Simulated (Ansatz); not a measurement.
CrNF₃. The state is a singlet with charge 0. Geometry PBE0-D4/def2-SVP; atoms count from 1.

```xyz
5

Cr    0.002    0.005   -0.014
N    -0.186   -0.501    1.362
F    -0.439    1.635    0.023
F    -1.013   -0.921   -0.996
F     1.637   -0.218   -0.376
```

The restricted singlet is unstable towards broken spin symmetry in Hartree–Fock (as tested in another run); at PBE0-D4/def2-TZVP this wasn't settled.

(1) Estimate the Mulliken populations from the PBE0/def2-TZVP orbitals of Ansatz.

(2) And the Mayer bond orders between bonded heavy atoms (over 0.3)?

Results:

(1) 
```
atom  charge (e)  d electrons
 Cr1        1.55         4.09
  N2       -0.33            –
  F3       -0.41            –
  F4       -0.41            –
  F5       -0.41            –
```
Mulliken values and Mayer orders depend strongly on the basis.

(2) Cr1–N2 2.68 (1.48 Å); Cr1–F3 0.85 (1.69 Å); Cr1–F4 0.85 (1.69 Å); Cr1–F5 0.85 (1.69 Å).
